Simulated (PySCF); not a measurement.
C$_{4}$H$_{4}$S, charge +1, doublet (typed; the unrestricted solution is spin-contaminated), at a GFN2-xTB geometry (a state made from the parent by changing its charge; the spin is typed, not shown lowest); HF/def2-SV(P) (PySCF).

Here is a job for PySCF.
```python
from pyscf import gto, scf

mol = gto.Mole()
mol.atom = '''
    C     0.370399   -1.391271    0.160369
    C    -1.004495   -1.070424    0.213372
    C    -1.230568    0.253898    0.051892
    S     0.313475    1.156049   -0.176609
    C     1.182588   -0.261496   -0.047527
    H     0.764030   -2.390015    0.266578
    H    -1.779845   -1.802350    0.365446
    H    -2.164057    0.787291    0.045643
    H     2.256731   -0.275940   -0.120553
'''
mol.basis = 'def2-sv(p)'
mol.charge = 1
mol.spin = 1
mol.verbose = 4
mol.symmetry = True
mol.build()

mf = scf.UHF(mol)
mf.irrep_nelec = {"A'": (17, 18), 'A"': (5, 3)}
mf.kernel()
mf.analyze()
```

Output, abridged:

```
PySCF version 2.14.0

[INPUT] verbose = 4
[INPUT] num. atoms = 9
[INPUT] num. electrons = 43
[INPUT] charge = 1
[INPUT] spin (= nelec alpha-beta = 2S) = 1
[INPUT] symmetry True subgroup None
[INPUT] Mole.unit = angstrom
[INPUT] Symbol           X                Y                Z      unit          X                Y                Z       unit  Magmom
[...]
nuclear repulsion = 201.624640104444
point group symmetry = Cs
symmetry origin: [1.28844963e-07 5.15379852e-07 2.57689926e-07]
symmetry axis x: [ 0.93739815 -0.34774786 -0.01887168]
symmetry axis y: [-0.34135498 -0.92820018  0.14805811]
symmetry axis z: [0.06900359 0.13234746 0.98879859]
num. orbitals of irrep A' = 61
num. orbitals of irrep A" = 21
number of shells = 40
number of NR pGTOs = 148
number of NR cGTOs = 82
basis = def2-sv(p)
ecp = {}

******** <class 'pyscf.scf.uhf_symm.SymAdaptedUHF'> ********
method = SymAdaptedUHF
initial guess = minao
damping factor = 0
level_shift factor = 0
DIIS = <class 'pyscf.scf.diis.CDIIS'>
diis_start_cycle = 1
diis_space = 8
diis_damp = 0
SCF conv_tol = 1e-09
SCF conv_tol_grad = None
SCF max_cycles = 50
direct_scf = True
direct_scf_tol = 1e-13
number electrons alpha = 22  beta = 21
irrep_nelec {"A'": (17, 18), 'A"': (5, 3)}
Freeze 43 electrons in irreps ["A'", 'A"']
    0 free electrons in irreps
Set gradient conv threshold to 3.16228e-05
init E= -552.345517172874

cycle= 1 E= -550.362224188292  delta_E= 1.98  |g|= 0.414  |ddm|= 2.51

cycle= 2 E= -550.489511098857  delta_E= -0.127  |g|= 0.181  |ddm|= 0.786
cycle= 3 E= -550.514300548429  delta_E= -0.0248  |g|= 0.0692  |ddm|= 0.238
cycle= 4 E= -550.523458842922  delta_E= -0.00916  |g|= 0.0349  |ddm|= 0.173
cycle= 5 E= -550.526785227082  delta_E= -0.00333  |g|= 0.0237  |ddm|= 0.0918
cycle= 6 E= -550.528888597763  delta_E= -0.0021  |g|= 0.0189  |ddm|= 0.0806
cycle= 7 E= -550.530403142455  delta_E= -0.00151  |g|= 0.0159  |ddm|= 0.0662
cycle= 8 E= -550.532407265046  delta_E= -0.002  |g|= 0.0108  |ddm|= 0.113
cycle= 9 E= -550.533442516624  delta_E= -0.00104  |g|= 0.00321  |ddm|= 0.131
cycle= 10 E= -550.533425984606  delta_E= 1.65e-05  |g|= 0.00261  |ddm|= 0.02
cycle= 11 E= -550.533470993218  delta_E= -4.5e-05  |g|= 0.000841  |ddm|= 0.0283
cycle= 12 E= -550.533472971092  delta_E= -1.98e-06  |g|= 0.000445  |ddm|= 0.00277
cycle= 13 E= -550.533473519545  delta_E= -5.48e-07  |g|= 0.000299  |ddm|= 0.00217
cycle= 14 E= -550.533474006223  delta_E= -4.87e-07  |g|= 0.000234  |ddm|= 0.0027
[...]
converged SCF energy = -550.533474657552  <S^2> = 1.9491312  2S+1 = 2.9658936
Total Energy =                        -550.533474657552006
[...]
beta  MO #54 (A' #41), energy= 0.784863562694303 occ= 0
beta  MO #55 (A' #42), energy= 0.825363620967155 occ= 0
beta  MO #56 (A' #43), energy= 0.878468202626384 occ= 0
beta  MO #57 (A' #44), energy= 0.910361574813782 occ= 0
beta  MO #58 (A' #45), energy= 0.965371787041313 occ= 0
beta  MO #59 (A' #46), energy= 1.11627437400826 occ= 0
beta  MO #60 (A' #47), energy= 1.17845954479152 occ= 0
beta  MO #61 (A' #48), energy= 1.19252980572025 occ= 0
beta  MO #62 (A' #49), energy= 1.30168446118267 occ= 0
beta  MO #63 (A" #14), energy= 1.40408734654358 occ= 0
beta  MO #64 (A" #15), energy= 1.46701365767792 occ= 0
beta  MO #65 (A" #16), energy= 1.56697245681178 occ= 0
beta  MO #66 (A" #17), energy= 1.79719065936438 occ= 0
beta  MO #67 (A' #50), energy= 1.80225980058666 occ= 0
beta  MO #68 (A' #51), energy= 1.93161968209473 occ= 0
beta  MO #69 (A" #18), energy= 1.95724533584569 occ= 0
beta  MO #70 (A' #52), energy= 1.96593014413955 occ= 0
beta  MO #71 (A' #53), energy= 2.01984804999473 occ= 0
beta  MO #72 (A' #54), energy= 2.15129647601957 occ= 0
beta  MO #73 (A' #55), energy= 2.20586149312421 occ= 0
beta  MO #74 (A' #56), energy= 2.29256304308378 occ= 0
beta  MO #75 (A" #19), energy= 2.32173494620132 occ= 0
beta  MO #76 (A" #20), energy= 2.35080031431633 occ= 0
beta  MO #77 (A' #57), energy= 2.52107025304185 occ= 0
beta  MO #78 (A" #21), energy= 2.55979380266806 occ= 0
beta  MO #79 (A' #58), energy= 2.59752590730145 occ= 0
beta  MO #80 (A' #59), energy= 2.713960369298 occ= 0
beta  MO #81 (A' #60), energy= 2.96412608496762 occ= 0
beta  MO #82 (A' #61), energy= 3.0772618316119 occ= 0
 ** Mulliken pop alpha/beta on meta-lowdin orthogonal AOs **
 ** Mulliken pop       alpha | beta **
In total            22.00000 | 21.00000
 ** Mulliken atomic charges   ( Nelec_alpha | Nelec_beta ) **
charge of  0C =     -0.02466  (     3.38572      2.63894 )
charge of  1C =     -0.05395  (     2.77460      3.27935 )
charge of  2C =     -0.05370  (     3.31725      2.73646 )
charge of  3S =      0.63499  (     7.34731      8.01771 )
charge of  4C =     -0.17203  (     3.58306      2.58897 )
charge of  5H =      0.15809  (     0.39582      0.44609 )
charge of  6H =      0.17212  (     0.41356      0.41432 )
charge of  7H =      0.17683  (     0.38967      0.43350 )
charge of  8H =      0.16232  (     0.39301      0.44467 )

WARN: System has nonzero charge 1; the dipole moment is origin-dependent.
Location of origin: [0. 0. 0.]

Dipole moment(X, Y, Z, Debye): -0.07883,  0.52749, -0.06510
```
